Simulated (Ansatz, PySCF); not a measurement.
Stretching the O4–H5 bond in AlFH2O (SMILES [OH][AlH][F]) (multiplicity 1 held, fragments rigid). Energies count from the point at 0.958 Å.
Geometry at that point (charge 0, multiplicity 1):
| atom | x (Å) | y (Å) | z (Å) |
|---|---|---|---|
| Al | -0.2244 | -0.3699 | 0.1214 |
| H | -1.0285 | -1.6418 | 0.5186 |
| F | 1.2464 | -0.0753 | 0.8183 |
| O | -0.8547 | 0.7027 | -1.0173 |
| H | -0.4341 | 1.5074 | -1.3228 |

U- levels take the lowest unrestricted solution at each point, which mixes spins at long bonds. Levels need not reach the same state.

Cores are frozen in the correlated methods. Rows in 3-21G, 6-31G* carry no dispersion term and start afresh at each structure (6-31G* with six Cartesian d functions).

The values were computed with Ansatz (Gaussian basis) for Hartree–Fock, density functionals and correlated methods; PySCF for 3-21G rows, 6-31G* rows. 

Problem. Estimate the energy at R = 3.066 Å that U-SCS-MP2/cc-pV(T+d)Z returns for this input.

Solution. 5.69 eV

Problem. What energy at R = 3.066 Å does R-HF/6-31G* give?

Solution. 9.54 eV

Problem. Estimate the energy at R = 3.066 Å that R-HF/3-21G returns for this input.

Solution. 9.69 eV

Doubts at one or more of the structures used: a restricted determinant that unrestricted orbitals would lower (R-HF/3-21G, R-HF/6-31G*); a spin-contaminated determinant (U-SCS-MP2/cc-pV(T+d)Z).

Ansatz is a program for electronic structure.
